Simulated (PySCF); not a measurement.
**NMR parameters of Si(OEt)4**

Si(OEt)4, C8H20O4Si, point group C1.

Bonds: Si1-O2, Si1-O10, Si1-O18, Si1-O26, O2-C3, C3-C4, O10-C11, C11-C12, O18-C19, C19-C20, O26-C27, C27-C28. C3 carries H5, H6; C4 carries H7, H8, H9; C11 carries H13, H14; C12 carries H15, H16, H17; C19 carries H21, H22; C20 carries H23, H24, H25; C27 carries H29, H30; C28 carries H31, H32, H33.

GIAO calculations in PySCF 2.14 on the PBE0-D3(BJ)/def2-SVP structure: isolated species, non-relativistic, equivalent atoms averaged; basis pcSseg-1.

Q: Give the isotropic shieldings (ppm) with KT2, PBE0.

A: 
```json
{"atoms": "Si1", "environment": "silicon bonded to 4 O", "KT2": "446.8", "PBE0": "438.3"}
{"atoms": "O2/O10/O18/O26", "environment": "oxygen bonded to C, Si", "KT2": "265.5", "PBE0": "279.9"}
{"atoms": "C3/C11/C19/C27", "environment": "carbon bonded to C, O, 2 H", "KT2": "120.5", "PBE0": "123.7"}
{"atoms": "C4/C12/C20/C28", "environment": "carbon bonded to C, 3 H", "KT2": "163.2", "PBE0": "164.7"}
{"atoms": "H5/H6/H13/H14/H21/H22/H29/H30", "environment": "hydrogen on a carbon bonded to C, O", "KT2": "27.18", "PBE0": "27.46"}
{"atoms": "H7/H8/H9/H15/H16/H17/H23/H24/H25/H31/H32/H33", "environment": "hydrogen on a carbon bonded to C", "KT2": "30.01", "PBE0": "30.09"}
{"atoms": "HOMO–LUMO gap (eV)", "environment": "–", "KT2": "6.70", "PBE0": "9.25"}
```

Q: And the chemical shifts, against references computed in the same way?

A: 
| atoms | nucleus, reference | KT2 | PBE0 |
| --- | --- | --- | --- |
| Si1 | 29Si, TMS | -85.7 | -86.3 |
| O2/O10/O18/O26 | 17O, H2O | 65.2 | 54.7 |
| C3/C11/C19/C27 | 13C, TMS | 62.7 | 60.7 |
| C4/C12/C20/C28 | 13C, TMS | 20.0 | 19.7 |
| H5/H6/H13/H14/H21/H22/H29/H30 | 1H, TMS | 3.99 | 3.81 |
| H7/H8/H9/H15/H16/H17/H23/H24/H25/H31/H32/H33 | 1H, TMS | 1.17 | 1.18 |

Q: Which part of the shielding of Si1 depends on the functional?

A: Diamagnetic: KT2 895, PBE0 891 ppm; paramagnetic: KT2 -448, PBE0 -453 ppm.

Experimental scales use liquid or dissolved standards, which lie at an offset from isolated H2O (liquid H2O: subtract about 36 ppm).
